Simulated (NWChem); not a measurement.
Everything below was run with NWChem. System: H2OPbS, charge 0, spin multiplicity 1, at a geometry optimised with PBE/def2-SVP with def2 effective core potentials on Pb. The structure started from a generated list of species. Level: CCSD(T)/def2-SVP with def2 effective core potentials on Pb, 10 core orbitals frozen.

Job file:

```
start mol
memory heap 100 mb stack 700 mb global 1900 mb
geometry units angstroms nocenter noautoz
  Pb     0.313353    -0.294451     0.000000
  O      1.284406     1.604906     0.000000
  H      0.637354     2.338601     0.000000
  S     -2.123333     0.601866     0.000000
  H     -2.634195    -0.662737     0.000000
  symmetry group Cs
end
basis spherical
  * library def2-svp
end
ecp
  Pb library def2-ecp
end
scf
  rhf
  nopen 0
  maxiter 100
  thresh 1e-7
  semidirect memsize 60000000 filesize 0
end
tce
  freeze core 10
  ccsd(t)
  2eorb
  2emet 13
  thresh 1e-6
  maxiter 100
  tilesize 24
end
task tce energy
```

Part of the output:

```
             Northwest Computational Chemistry Package (NWChem) 7.3.0
             --------------------------------------------------------

                                NWChem Input Module
                                -------------------

 Scaling coordinates for geometry "geometry" by  1.889725989
 (inverse scale =  0.529177249)

 Turning off AUTOSYM since
 SYMMETRY directive was detected!

                             Geometry "geometry" -> ""
                             -------------------------

 Output coordinates in angstroms (scale by  1.889725989 to convert to a.u.)

  No.       Tag          Charge          X              Y              Z
 ---- ---------------- ---------- -------------- -------------- --------------
    1 Pb                  82.0000     0.31335300    -0.29445100     0.00000000
    2 O                    8.0000     1.28440600     1.60490600     0.00000000
    3 H                    1.0000     0.63735400     2.33860100     0.00000000
    4 S                   16.0000    -2.12333300     0.60186600     0.00000000
    5 H                    1.0000    -2.63419500    -0.66273700     0.00000000

 Effective nuclear repulsion energy (a.u.)     494.3614880968

            Nuclear Dipole moment (a.u.)
            ----------------------------
        X                 Y               Z
 ---------------- ---------------- ----------------
     0.0000472431    -0.0000264562     0.0000000000

      Symmetry information
      --------------------

 Group name             Cs
 Group number              2
 Group order               2
 No. of unique centers     5

      Symmetry unique atoms

     1    2    3    4    5


 Summary of "ao basis" -> "" (spherical)
 ------------------------------------------------------------------------------
       Tag                 Description            Shells   Functions and Types
 ---------------- ------------------------------  ------  ---------------------
 *                          def2-svp                  on all atoms

 Summary of "ao basis" -> "ao basis" (spherical)
 ------------------------------------------------------------------------------
[...]
   CC-T/L Amplitude update :  5-th order DIIS
                I/O scheme : Global Array Library
        L-threshold :  0.10D-05
        EOM-threshold :  0.10D-05
 no EOMCCSD initial starts read in
 TCE RESTART OPTIONS
 SLICE:      F
 D4D5:       F
 quantumc:   F
 qrotation:  F
 pwtce:      F
 qducc:      F
 nacto:                         0
 nrotv:                         0
 nrot:                          0

            Memory Information
            ------------------
          Available GA space size is     249032176 doubles
          Available MA space size is     104846380 doubles

 Maximum block size supplied by input
 Maximum block size        24 doubles

 tile_dim =     16

 -------------------------------------------------
   1    alpha     a'    10 doubles       0       1
   2    alpha     a"     4 doubles      10       2
   3    beta      a'    10 doubles      14       1
   4    beta      a"     4 doubles      24       2
   5    alpha     a'    15 doubles      28       5
   6    alpha     a'    16 doubles      43       6
   7    alpha     a"    13 doubles      59       7
   8    beta      a'    15 doubles      72       5
   9    beta      a'    16 doubles      87       6
  10    beta      a"    13 doubles     103       7

 Global array virtual files algorithm will be used

 Parallel file system coherency ......... OK

 4-electron integrals stored in orbital form

 v2    file size   =          1364050
 4-index algorithm nr.  13 is used
 imaxsize =       30
 imaxsize ichop =        0


CCSD iterations
 ---------------------------------------------------------
 Iter          Residuum       Correlation     Cpu    Wall
 ---------------------------------------------------------
    1   0.1514130520177  -0.4173203453099     0.3     0.3
    2   0.0438649272908  -0.4321969419324     0.3     0.3
    3   0.0157288921460  -0.4412205981715     0.3     0.3
    4   0.0082139719280  -0.4426364934103     0.3     0.3
    5   0.0033485273770  -0.4438198083850     0.3     0.3
    6   0.0015600135329  -0.4442066433603     0.2     0.2
    7   0.0012586839319  -0.4442962388361     0.3     0.3
    8   0.0005501613907  -0.4443331626469     0.3     0.3
    9   0.0005592712648  -0.4443267537942     0.3     0.3
   10   0.0002442756573  -0.4443542091968     0.3     0.3
   11   0.0000632708279  -0.4443664249586     0.3     0.3
   12   0.0000357958765  -0.4443690507785     0.2     0.2
   13   0.0000219895808  -0.4443706976787     0.2     0.2
   14   0.0000164911926  -0.4443698932590     0.2     0.2
   15   0.0000098273888  -0.4443703927900     0.2     0.2
   16   0.0000028848040  -0.4443699675128     0.2     0.2
   17   0.0000023683028  -0.4443701461807     0.2     0.2
   18   0.0000010082604  -0.4443702259367     0.2     0.2
   19   0.0000010656485  -0.4443702179584     0.2     0.2
   20   0.0000004712778  -0.4443702615678     0.2     0.2
 -----------------------------------------------------------------
 Iterations converged
 CCSD correlation energy / hartree =        -0.444370261567751
 CCSD total energy / hartree       =      -665.683917223483832

 Singles contributions

 Doubles contributions
 CCSD(T)
 Using plain CCSD(T) code
             total no. of tasks           74
 total no. of tasks / no. procs           74
                         wl_min       140608           7.2
                         wl_max      4096000          12.6
        thresh for no. of tasks           74

 CCSD[T]  correction energy / hartree =        -0.015798793269565
 CCSD[T] correlation energy / hartree =        -0.460169054837316
 CCSD[T] total energy / hartree       =      -665.699716016753428
 CCSD(T)  correction energy / hartree =        -0.014108010177537
 CCSD(T) correlation energy / hartree =        -0.458478271745288
 CCSD(T) total energy / hartree       =      -665.698025233661383

 Task  times  cpu:       17.7s     wall:       17.7s

 Total times  cpu:       17.7s     wall:       17.7s
```
